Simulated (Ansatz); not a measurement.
TiSi₅⁺. Total charge 1; doublet. Geometry r2SCAN-D4/def2-SVP; atoms count from 1.

Cartesian coordinates in Å:
```
Ti 0.716 -1.508 -0.860
Si 0.773 0.962 -0.470
Si -1.386 1.637 0.381
Si 1.757 -0.406 1.186
Si -1.263 -0.134 -1.279
Si -0.597 -0.550 1.042
```

The relaxed charge 1 doublet is spin-contaminated (final ⟨S²⟩ up to 0.87, 0.75 for a pure state). No other spin state of charge 1 was run. The structure comes from a short search, and lower isomers may exist.

Q: Estimate the Mulliken populations from the PBE0/def2-TZVP orbitals of Ansatz.

A: 
```csv
atom,charge (e),spin (α − β),d electrons
Ti1,0.53,1.17,2.58
Si2,0.08,-0.12,–
Si3,0.17,0.00,–
Si4,0.08,0.23,–
Si5,0.06,-0.17,–
Si6,0.08,-0.12,–
```
Mulliken values and Mayer orders depend strongly on the basis.

Q: Where does the spin sit?

A: Summed by element: Ti 1.17, Si -0.17, of 1 unpaired in all. Largest on single atoms: Ti1 1.17, Si4 0.23, Si5 -0.17.

Q: And the Mayer bond orders between bonded heavy atoms (over 0.3)?

A: Ti1–Si2 0.91 (2.50 Å); Ti1–Si4 0.86 (2.55 Å); Ti1–Si5 1.01 (2.45 Å); Ti1–Si6 0.91 (2.50 Å); Si2–Si3 0.72 (2.42 Å); Si2–Si4 0.82 (2.36 Å); Si2–Si5 0.55 (2.45 Å); Si2–Si6 0.50 (2.54 Å); Si3–Si5 0.81 (2.43 Å); Si3–Si6 0.72 (2.42 Å); Si4–Si6 0.82 (2.36 Å); Si5–Si6 0.55 (2.45 Å). Values over 0.3 also appear between atoms too far apart for a bond (Ti1–Si3 0.41 at 3.98 Å); they arise where an orbital or an unpaired electron spreads over both atoms.
